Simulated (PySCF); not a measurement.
Computed Raman spectrum (relative Raman activity) of a molecule C2H4FNSi. The structure is a stationary point at TPSSh-D3(BJ)/def2-SVP. The values are those of a single conformer. Calculation: TPSSh-D3(BJ)/def2-SVP in PySCF. Frequencies are harmonic and unscaled.

Lines under 2 % of the strongest are left out, and lines within 2 cm⁻¹ are merged.

ν (cm⁻¹): 415 (vw), 541 (w), 559 (w), 623 (w), 681 (w), 816 (vw), 961 (w), 1189 (vw), 1283 (vw), 1344 (vw), 1594 (vw), 2232 (vs), 2268 (s), 3052 (s), 3136 (vs) (against the strongest line: vs over 80 %, s over 45 %, m over 15 %, w over 4 %, vw less)

**Question.** Which structure fits?
A) F[Si@H]1C=NC1
B) F[C@@H]1N=C[SiH2]1
C) N#C[C@@H](F)[SiH3]
D) N#CC[SiH2]F

**Answer.** B, F[C@@H]1N=C[SiH2]1
